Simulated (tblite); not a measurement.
Start geometry of `O=C(O[SiH3])C(=O)OC1CC1` from a force field or distance geometry (Å):
```
atom  x, y, z in Å
O1     1.642    0.466   -1.440
C2     1.580    0.116   -0.284
O3     2.618   -0.292    0.506
Si4    4.166   -0.350   -0.044
C5     0.273    0.054    0.548
O6     0.207   -0.305    1.701
O7    -0.754    0.467   -0.241
C8    -2.060    0.457    0.362
C9    -2.962   -0.678   -0.060
C10   -3.205    0.707   -0.591
H11    4.271   -1.317   -1.164
H12    5.034   -0.839    1.068
H13    4.622    0.994   -0.429
H14   -2.174    0.845    1.362
H15   -3.666   -1.054    0.676
H16   -2.579   -1.421   -0.728
H17   -2.961    0.903   -1.632
H18   -4.059    1.254   -0.226
```

**Question.** What comes out of this run: GFN2-xTB geometry optimisation, gas phase (tblite)?

**Answer.** 
```
atom  x, y, z in Å
O1     1.660    0.357   -1.422
C2     1.603    0.138   -0.243
O3     2.621   -0.209    0.499
Si4    4.181   -0.354   -0.088
C5     0.304    0.261    0.577
O6     0.284    0.523    1.751
O7    -0.744    0.056   -0.198
C8    -2.034    0.169    0.372
C9    -3.092   -0.733   -0.182
C10   -3.104    0.731   -0.511
H11    4.178   -1.319   -1.181
H12    4.802   -0.832    1.136
H13    4.623    0.964   -0.530
H14   -2.006    0.409    1.427
H15   -3.830   -1.123    0.500
H16   -2.795   -1.417   -0.960
H17   -2.811    1.021   -1.507
H18   -3.850    1.364   -0.058
```

The energy falls by 28.0 kJ/mol over 103 L-BFGS steps, the largest force on an atom goes from 2.05 to 0.010 eV/Å, and the atoms move by 0.305 Å rms after alignment. The bond that changes most is C2–O3 (carbonyl carbon to oxygen singly bound to a carbonyl carbon), which shortens by 0.059 Å. Bonds longer at the end by more than 0.005 Å: 2 of 18; shorter: 13. Among the angles that change most is O3–Si4–H12, from 108.0° to 97.5°. Among the dihedrals that turn most is C5–O7–C8–H14, from 44° to -1°. Rotational constants go from 3733, 484.5, 447.0 to 3713, 482.2, 450.8 MHz. The orientation of the end geometry is arbitrary; only internal coordinates are fixed.

The run took 0.8 s on one thread of an Arm Neoverse V1, shared host.

Its lowest GFN2-xTB frequency is 10 cm⁻¹, too small to tell a flat minimum from a shallow saddle. One conformer, not necessarily the lowest. 2 starts were optimised and ended at 0.00 and 0.47 kcal/mol (GFN2-xTB); the lowest of these is shown.

These are computed values.
